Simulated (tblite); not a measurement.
C₈H₁₀FP.
Cartesian coordinates in Å at the GFN2-xTB level; atoms count from 1:
```
atom  x, y, z in Å
F1    -4.0668   -0.0408   -0.1803
C2    -2.7599   -0.3858   -0.4670
C3    -2.0090    0.8218   -0.9487
C4    -0.6849    0.8601   -0.9707
P5     0.3164   -0.5686   -0.4665
C6     1.5519    0.3228    0.5647
C7     2.8660    0.6889   -0.0653
C8     2.8096   -0.4047    0.9480
C9    -0.8012   -1.0981    0.8631
C10   -2.1165   -0.9903    0.7474
H11   -2.8254   -1.1361   -1.2729
H12   -2.6264    1.6567   -1.2465
H13   -0.1468    1.7245   -1.3337
H14    1.1282    1.0126    1.2881
H15    3.0283    0.4135   -1.0974
H16    3.3188    1.6297    0.2103
H17    3.2230   -0.2250    1.9293
H18    2.9344   -1.4209    0.6028
H19   -0.3420   -1.5482    1.7320
H20   -2.8027   -1.3016    1.5216
```

Method: GFN2-xTB as coded in tblite; computed harmonic values from a numerical Hessian at the method's own geometry, unscaled. The method is semi-empirical: single wavenumbers can be off by several per cent or more. One conformer, not necessarily the lowest.

Harmonic wavenumbers (cm⁻¹): 36.8, 46.4, 121.3, 149.3, 240.7, 295.4, 315.2, 323.9, 372.7, 389.2, 523.3, 537.8, 653.3, 683.6, 696.5, 713.3, 756.9, 787.3, 807.1, 834.5, 883.2, 884.1, 944.0, 962.5, 988.8, 1027.1, 1043.4, 1044.6, 1068.2, 1069.5, 1085.0, 1142.0, 1144.5, 1150.8, 1207.3, 1215.2, 1245.3, 1260.8, 1298.5, 1325.2, 1435.0, 1479.0, 1639.0, 1676.4, 2828.0, 2995.3, 3052.4, 3052.5, 3077.1, 3077.7, 3078.0, 3079.2, 3083.2, 3098.6.

A = 3388, B = 622.0, C = 561.3 MHz; mass 156.050 u (most abundant isotopes); point group Cs, symmetry number 1.

Zero-point energy?

Half the sum of the wavenumbers: 33963 cm⁻¹ = 406.29 kJ/mol.

Entropy at 350 K, 1 bar (ideal gas, RRHO, classical rotation)?

Translation 175.17, rotation 127.46, vibration 144.45: S = 447.1 J/(mol K).

And Cp and H(350 K) − H(0)?

Cp = 194.45 J/(mol K), of which vibrations give 161.19 (their classical limit is 54 R = 449.0); H(350 K) − H(0) = 38.22 kJ/mol without the zero-point energy, 26.57 from vibrations.

How do the functions run with temperature in this model?

```tsv
T (K)	S (J/(mol K))	Cp (J/(mol K))	H − H(0) (kJ/mol)	G − H(0) (kJ/mol)	ln q(vib)
50	254.5	54.1	2.17	-10.56	0.78
100	297.9	73.6	5.35	-24.43	2.00
298.15	418.1	168.0	28.81	-95.83	6.90
373.15	459.9	205.7	42.85	-128.76	8.85
500	527.8	258.6	72.45	-191.45	12.23
750	646.9	327.4	146.47	-338.72	18.87
1000	747.4	370.0	234.02	-513.35	25.14
```

q(vib) and H(0) count from the zero-point level.

Which modes carry the vibrational entropy at 350 K?

36.8 cm⁻¹: 24.03; 46.4 cm⁻¹: 22.10; 121.3 cm⁻¹: 14.19; 149.3 cm⁻¹: 12.50; 240.7 cm⁻¹: 8.73; 295.4 cm⁻¹: 7.19 J/(mol K); the other 48 give 55.71 together.

Blend soft modes into free rotors: weight 1/[1 + (100 cm⁻¹/ν̃)⁴] for the oscillator and the rest for a rotor with moment μB/(μ + B), μ = h/(8π²ν), B = 10⁻⁴⁴ kg m². What vibrational entropy results?

130.36 J/(mol K) in place of 144.45, which changes −T·S at 350 K by +4.93 kJ/mol.

Hindered rotation and anharmonicity are outside this model. Other conformers, if any are populated, would add a mixing term that is left out.
